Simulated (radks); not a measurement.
The numbers below are computed, except where a source is named.
All-electron atom: Mo34+ in [He] 2s2 2p4.

Level of theory: scalar-relativistic Kohn-Sham, SCAN, spin-polarised, spherical densities, finite nucleus; open shells are filled with parallel spins first (spin-orbit coupling, left out, can overturn this in heavy ions); meta-GGA in the generalised Kohn-Sham scheme; Fermi nuclear charge, rms radius 4.4091 fm (a radial shooting solver on a logarithmic mesh with Libxc functionals).

Energy parts (eV):
| part | energy |
|---|---|
| total | -79453.459 |
| kinetic | 82600.943 |
| electron-nucleus | -168250.165 |
| Hartree | 7784.978 |
| exchange-correlation | -1589.216 |

Orbitals (lengths in bohr, moments of r in powers of bohr):
\begin{tabular}{lrrrr}
orbital & occ. & eigenvalue (eV) & <r^2> & <r^4> \\ \hline
1s up & 1 & -22152.39 & 0.001662 & 7.142e-06 \\
1s down & 1 & -22128.87 & 0.001658 & 7.106e-06 \\
2s up & 1 & -4843.274 & 0.02562 & 0.001099 \\
2s down & 1 & -4809.071 & 0.02579 & 0.001114 \\
2p up & 3 & -4591.781 & 0.01976 & 0.0007496 \\
2p down & 1 & -4547.718 & 0.01995 & 0.0007651 \\
\end{tabular}

The highest occupied level is 2p down at -4547.7 eV. The spin density at the nucleus is -13.11 e/bohr^3 (1s -67.58, 2s 54.48). The electron density at the nucleus is 9.171e+04 e/bohr^3 (large components only).
